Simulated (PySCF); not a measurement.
BH₄, charge -1.

```xyz
5

B      0.0000     0.0000     0.0000
H      0.7170    -0.7170    -0.7170
H     -0.7170    -0.7170     0.7170
H     -0.7170     0.7170    -0.7170
H      0.7170     0.7170     0.7170
```
Charge -1, spin multiplicity 1.

Geometry: ωB97X-D3(BJ)/def2-TZVPD.

These are PBE/pcSseg-2 (PySCF) values and carry that method's errors. Non-relativistic, no solvent.

### Question
Give the absolute GIAO shielding of each atom: isotropic value and principal components (ppm). (The exact figures need the calculation; the answer reports its results.)

### Answer

```
atom  σ(iso)    σ11    σ22    σ33  span
----  ------  -----  -----  -----  ----
B1     152.3  152.3  152.3  152.3   0.0
H2      31.8   30.6   30.6   34.1   3.6
H3      31.8   30.6   30.6   34.1   3.6
H4      31.8   30.6   30.6   34.1   3.6
H5      31.8   30.6   30.6   34.1   3.6
```
